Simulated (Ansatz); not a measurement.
Relaxation of F7Mo (8 atoms, charge 0, multiplicity 2), to a largest force component of 0.03 eV/Å in at most 50 steps.

Computed with UKS PBE/def2-SVP (Ansatz).

```xyz
8
Properties=species:S:1:pos:R:3
Mo -0.017 -0.017 -0.416
F -0.328 -0.323 2.519
F 1.682 -0.083 0.341
F -0.084 1.685 0.336
F -1.832 -0.073 -0.002
F -0.073 -1.833 -0.005
F 0.159 0.158 -2.200
F 0.493 0.487 3.136
```

Question: Where does it end, and by what steps?

Answer: The forces met the threshold. After 12 steps the energy has fallen by 2.728 eV; F2 moved furthest, 0.67 Å. Parted: F2–F8 (1.31 → 2.16 Å). Joined: Mo1–F2 (2.97 → 1.87 Å).

```tsv
step	energy less start (eV)	largest force component (eV/Å)	accepted
0	0.0000	3.059	yes
1	-0.2049	0.989	yes
2	-0.2602	0.650	yes
3	-0.5133	1.475	yes
4	-1.3227	5.159	yes
5	-2.4232	2.204	yes
6	-2.4998	1.224	yes
7	-2.7064	0.345	yes
8	-2.7110	0.590	yes
9	-2.7171	0.196	yes
10	-2.7261	0.070	yes
11	-2.7270	0.046	yes
12	-2.7275	0.004	yes
```

```xyz
8
Properties=species:S:1:pos:R:3
Mo -0.108 -0.105 0.088
F -0.478 -0.455 1.884
F 1.697 -0.161 0.424
F -0.136 1.702 0.413
F -1.921 -0.071 -0.238
F -0.102 -1.921 -0.224
F 0.218 0.204 -1.695
F 0.830 0.808 3.059
```

Whether the end is a true minimum wasn't checked by a vibrational analysis.

The run took 47 s on 4 threads of Arm Neoverse V2 (shared host), peak memory 0.34 GiB.
